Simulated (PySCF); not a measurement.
## Calculated data, BClH4NSi, BH5NSi

Calculation on a computer-drawn molecule: the log of a Hartree-Fock and frozen-core CCSD(T) single point meant for a local Hartree-Fock minimum, with one planted fault or none, to be diagnosed. Offsets are logged minus clean, where the clean run is the same molecule without the fault. The reference is restricted for singlets and unrestricted otherwise, and also for a bond in bohr or an excited solution. Adding or removing an electron swaps singlet and doublet. The excited solution moves the top pair (singlet) or top alpha electron (doublet) to the lowest empty orbital. Highest occupied and lowest empty are orbital energies over both spins, largest force is the largest gradient component, triples share is (T) over the correlation energy, the T1 limit is 0.02 restricted and 0.045 unrestricted, electrons count all cores, a negative frequency is imaginary (commonest isotopes), and the dipole is about the centre of nuclear charge. Program: PySCF 2.14.0.

Common to all runs: meant charge 0; meant multiplicity 2; meant basis cc-pV(D+d)Z; logged SCF converged yes; possible faults no fault, one electron removed, one electron added, multiplicity raised by two, geometry at a saddle point, SCF held on an excited solution, minimal basis STO-3G, one bond length entered in bohr, all coordinates scaled.

(1) BClH4NSi

Logged structure:
```xyz
8
BClH4NSi
B     -0.0801    -0.0477     1.0077
N     -0.2752    -1.0217     0.0202
Si     0.3867    -1.0339    -1.5821
Cl     1.9271    -2.4123    -1.7408
H      0.5771     0.9430     0.8545
H     -0.8376    -1.8130     0.2817
H      0.9324     0.2931    -1.8792
H     -0.6378    -1.4619    -2.5451
```

- logged electrons: 47
- logged basis functions: 94
- logged spin squared: 0.7864
- logged highest occupied: -5.8489 eV
- logged lowest empty: 0.15545 eV
- logged largest force: 0.042512 hartree/bohr
- logged dipole magnitude: 2.421 debye
- logged SCF stable within its kind: no
- logged energy HF: -829.85105 hartree
- planted fault: SCF held on an excited solution
- HF energy offset from clean run: 71.4 kcal/mol

Drawn bonds:
```csv
atom,other atom,order
1,2,1
2,3,1
3,4,1
1,5,1
2,6,1
3,7,1
3,8,1
```

Notes: coupled-cluster numbers left out as unreliable.

(2) BH5NSi

Logged structure:
```xyz
8
BH5NSi
B     -1.2107     0.1349    -0.8573
N     -0.7815    -0.0878     0.4024
Si    -1.3618    -1.2273     1.5158
H     -2.0724    -0.4499    -1.3691
H     -0.0499     0.4758     0.7055
H     -1.8359    -0.5707     2.6961
H     -2.4212    -1.9500     0.8942
H     -0.3129    -2.1212     1.9030
```

* logged electrons: 31
* logged basis functions: 76
* logged spin squared: 0.7549
* logged highest occupied: -8.6101 eV
* logged lowest empty: 3.487 eV
* logged largest force: 0.032861 hartree/bohr
* logged T1 diagnostic: 0.013345
* logged D1 diagnostic: 0.043559
* logged triples share: 0.024937
* logged CC converged: yes
* logged dipole magnitude: 1.5423 debye
* logged SCF stable within its kind: yes
* logged energy HF: -370.97006 hartree
* logged energy CCSD(T): -371.35398 hartree
* planted fault: all coordinates scaled, by -3.3 %
* HF energy offset from clean run: 5.387 kcal/mol
* CCSD(T) energy offset from clean run: 7.8 kcal/mol

Drawn bonds:
```csv
atom,other atom,order
1,2,1
2,3,1
1,4,1
2,5,1
3,6,1
3,7,1
3,8,1
```

(3) BH5NSi

Logged structure:
```xyz
8
BH5NSi
B     -1.2520     0.1395    -0.8865
N     -0.8082    -0.0908     0.4161
Si    -1.4082    -1.2692     1.5675
H     -2.1432    -0.4652    -1.4159
H     -0.0516     0.4921     0.7296
H     -1.8985    -0.5901     2.7881
H     -2.5038    -2.0166     0.9247
H     -0.3235    -2.1935     1.9679
```

* logged electrons: 32
* logged basis functions: 76
* logged spin squared: 0
* logged highest occupied: 1.1208 eV
* logged lowest empty: 8.231 eV
* logged largest force: 0.064687 hartree/bohr
* logged T1 diagnostic: 0.021004
* logged D1 diagnostic: 0.07491
* logged triples share: 0.02887
* logged CC converged: yes
* logged dipole magnitude: 9.7547 debye
* logged SCF stable within its kind: yes
* logged energy HF: -370.89139 hartree
* logged energy CCSD(T): -371.3168 hartree
* planted fault: one electron added
* HF energy offset from clean run: 54.75 kcal/mol
* CCSD(T) energy offset from clean run: 31.13 kcal/mol

Drawn bonds:
```csv
atom,other atom,order
1,2,1
2,3,1
1,4,1
2,5,1
3,6,1
3,7,1
3,8,1
```

Notes: T1 above single-reference limit; highest electron not bound in this basis.
